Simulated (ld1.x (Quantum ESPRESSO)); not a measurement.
# Varying the TM potential for ruthenium (Ru)

Base potential:

ld1.x (Quantum ESPRESSO) 7.5 input, shortened:

```
&input
   title='Ru', zed=44., rel=1, dft='PBESOL', iswitch=3,
   config='[Kr] 4d6 5s2 5p0'
 /
 &inputp
   pseudotype=2, tm=.true., lloc=1,
   nlcc=.true., rcore=1.30
 /
3
5S  1  0   2.00   0.00  2.90  2.90  0.0
4D  3  2   6.00   0.00  1.30  1.30  0.0
4P  2  1   6.00   0.00  1.30  1.30  0.0
 &test
   configts(1)='4p6 4d6 5s2 5p0'
 /
```

Cutoffs, loose and tight: the cutoffs (Ry, on a coarse ladder) from which the occupation-weighted sum of valence levels, in a spherical-Bessel basis at the reference potential, stays within 10 and 1 mRy of its value at 400 Ry. They do not see the model core or the augmentation charge, which bear on the density cutoff. Test errors are all-electron minus pseudo excitation energies from the reference, over the configurations 4p6 4d7 5s1 5p0; 4p6 4d7 5s0 5p0; 4p6 4d6 5s0 5p0; 4p6 4d7 5s0 5p1; 4p6 4d6 5s1 5p1; 4p5 4d7 5s1 5p0; 4p6 4d8 5s0 5p0. A dash means not determined; rows that change the core or the reference have their own tests.

A true bound ghost makes a file unfit for plane-wave use even where its test errors are small: the radial tests pick states by their node count and pass the ghost by.

| change | outcome | cutoff, loose | cutoff, tight | bound ghosts | largest test error (meV) |
| --- | --- | --- | --- | --- | --- |
| base | generated | 80 Ry | 140 Ry | s | -81 |
| wave 4d (bound): rc 1.30 bohr becomes 4d (bound): rc 0.86 bohr | generated | 300 Ry | over 300 Ry | s | -85 |
| wave 4d (bound): rc 1.30 bohr becomes 4d (bound): rc 1.12 bohr | generated | 100 Ry | 140 Ry | s | -82 |
| wave 4d (bound): rc 1.30 bohr becomes 4d (bound): rc 1.22 bohr | generated | 80 Ry | 140 Ry | s | -81 |
| wave 4d (bound): rc 1.30 bohr becomes 4d (bound): rc 1.36 bohr | generated | 70 Ry | 140 Ry | s | -81 |
| wave 4d (bound): rc 1.30 bohr becomes 4d (bound): rc 1.48 bohr | generated | 70 Ry | 140 Ry | s | -81 |
| wave 4d (bound): rc 1.30 bohr becomes 4d (bound): rc 1.62 bohr | generated | 70 Ry | 140 Ry | s | -81 |
| wave 4d (bound): rc 1.30 bohr becomes 4d (bound): rc 1.70 bohr | generated | 70 Ry | 140 Ry | s | -80 |
| wave 4d (bound): rc 1.30 bohr becomes 4d (bound): rc 1.80 bohr | generated | 70 Ry | 140 Ry | s | -80 |
| wave 4d (bound): rc 1.30 bohr becomes 4d (bound): rc 1.94 bohr | generated | 70 Ry | 140 Ry | s | -78 |

(1) What comes out with this change to the base: wave 4d (bound): rc 1.30 bohr becomes 4d (bound): rc 0.96 bohr?

Answers

(1) outcome: generated; cutoff, loose: 160 Ry; cutoff, tight: 260 Ry; bound ghosts: s; largest test error (meV): -84.

Reading the sweep of the d radius (base included, trends over the rows without a ghost): Bound ghosts are found at 0.86, 0.96, 1.12, 1.22, 1.3, 1.36, 1.48, 1.62, 1.7, 1.8, 1.94 bohr. Every judged row has one, so this setting neither creates nor removes them.
